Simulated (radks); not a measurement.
The numbers below are computed, except where a source is named.
Problem. Ionisation of Pr2+, [Xe] 4f3, to Pr3+, [Xe] 4f2, under several functionals. Dirac Kohn-Sham, spin-unpolarised, spherical densities, finite nucleus; open shells fill j = l - 1/2 first; a radial shooting solver on a logarithmic mesh with Libxc functionals. The NIST Atomic Spectra Database gives 21.624 eV (measured). Rank these functionals by the error of their Delta-SCF ionisation energy: PW91; LDA (Slater exchange, Perdew-Wang correlation); BLYP.

Solution. From best to worst: BLYP 21.499 eV (-0.125); PW91 21.754 eV (+0.130); LDA (Slater exchange, Perdew-Wang correlation) 21.973 eV (+0.350). Spin polarisation and multiplet splitting are left out, so open shells lie too high by an amount that depends on their filling.

Beside tabulated values, note that spin-unpolarised runs miss the spin-polarisation part of the exchange energy of open shells.
